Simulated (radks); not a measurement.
All-electron atom: Bi V in [Xe] 4f14 5d10 6s1 (the NIST ground configuration).

Calculated with a radial shooting solver on a logarithmic mesh with Libxc functionals: scalar-relativistic Kohn-Sham, PBE, spin-polarised, spherical densities, point nucleus; open shells are filled with parallel spins first (spin-orbit coupling, left out, can overturn this in heavy ions).

Energy parts (eV):
total: -585790.49
kinetic: 664740.99
electron-nucleus: -1461339.42
Hartree: 221512.68
exchange-correlation: -10704.75

Orbitals (lengths in bohr, moments of r in powers of bohr; r(max) is where P^2 peaks):
| orbital | occ. | eigenvalue (eV) | <r> | r(max) |
|---|---|---|---|---|
| 1s up | 1 | -90730.56 | 0.01578 | 0.009652 |
| 1s down | 1 | -90730.52 | 0.01578 | 0.009652 |
| 2s up | 1 | -16335.41 | 0.06646 | 0.05617 |
| 2s down | 1 | -16335.39 | 0.06646 | 0.05617 |
| 2p up | 3 | -13975.85 | 0.06055 | 0.04691 |
| 2p down | 3 | -13975.83 | 0.06055 | 0.04691 |
| 3s up | 1 | -3974.512 | 0.1716 | 0.1584 |
| 3s down | 1 | -3974.491 | 0.1716 | 0.1584 |
| 3p up | 3 | -3300.594 | 0.1737 | 0.1589 |
| 3p down | 3 | -3300.572 | 0.1737 | 0.1589 |
| 3d up | 5 | -2624.809 | 0.1575 | 0.1295 |
| 3d down | 5 | -2624.790 | 0.1575 | 0.1295 |
| 4s up | 1 | -944.0769 | 0.3770 | 0.3557 |
| 4s down | 1 | -944.0428 | 0.3770 | 0.3557 |
| 4p up | 3 | -723.3264 | 0.4025 | 0.3759 |
| 4p down | 3 | -723.2876 | 0.4025 | 0.3759 |
| 4d up | 5 | -471.3115 | 0.4224 | 0.3815 |
| 4d down | 5 | -471.2662 | 0.4224 | 0.3815 |
| 5s up | 1 | -198.8344 | 0.8306 | 0.7703 |
| 5s down | 1 | -198.7460 | 0.8303 | 0.7704 |
| 4f up | 7 | -193.8295 | 0.4409 | 0.3420 |
| 4f down | 7 | -193.7796 | 0.4408 | 0.3420 |
| 5p up | 3 | -136.8516 | 0.9468 | 0.8600 |
| 5p down | 3 | -136.7113 | 0.9454 | 0.8600 |
| 5d up | 5 | -67.6449 | 1.208 | 1.030 |
| 5d down | 5 | -67.2385 | 1.201 | 1.028 |
| 6s up | 1 | -51.4302 | 1.950 | 1.780 |
| 6s down | 0 | -50.3640 | 1.950 | 1.777 |
| 6p up | 0 | -37.9203 | 2.345 | 2.129 |
| 6p down | 0 | -36.8743 | 2.346 | 2.137 |

The highest occupied level is 6s up at -51.430 eV. The density falls to 0.001 e/bohr^3 at r = 3.20 bohr. Summed over all electrons, <r^2> = 35.80 bohr^2, which gives a Langevin (diamagnetic) susceptibility term of -28.4 x 10^-6 cm^3/mol.
